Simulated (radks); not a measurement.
He+, 1 electrons, occupied as 1s0.5 2p0.5 (fractional occupations, a model configuration).

Method: scalar-relativistic Kohn-Sham, BP86, spin-polarised, spherical densities, finite nucleus; open shells are filled with parallel spins first; Gaussian nuclear charge, rms radius 1.6755 fm; computed with a radial shooting solver on a logarithmic mesh with Libxc functionals.

Energy parts (hartree):
| part | energy |
|---|---|
| total | -1.27791 |
| kinetic | 1.27265 |
| electron-nucleus | -2.51761 |
| Hartree | 0.30991 |
| exchange-correlation | -0.34285 |

Orbitals (lengths in bohr, moments of r in powers of bohr; <r^-3> diverges for s and p1/2):
\begin{tabular}{lrrrrrr}
orbital & occ. & eigenvalue (hartree) & <1/r> & <r^-3> & <r^2> & <r> \\ \hline
1s up & 0.5 & -1.81741 & 2.076 & - & 0.7042 & 0.7249 \\
2s up & 0 & -0.33461 & 0.4533 & - & 11.97 & 3.207 \\
2p up & 0.5 & -0.30414 & 0.4419 & 0.2456 & 9.805 & 2.853 \\
\end{tabular}

The highest occupied level is 2p up at -8.276 eV. The configuration is held as typed, so some empty levels lie below it. The electron density at the nucleus is 1.417 e/bohr^3 (large components only). Summed over all electrons, <r^2> = 5.255 bohr^2, which gives a Langevin (diamagnetic) susceptibility term of -4.16 x 10^-6 cm^3/mol. Spin moment in Bohr magnetons: 1. The spin density at the nucleus is 1.417 e/bohr^3 (1s 1.417).
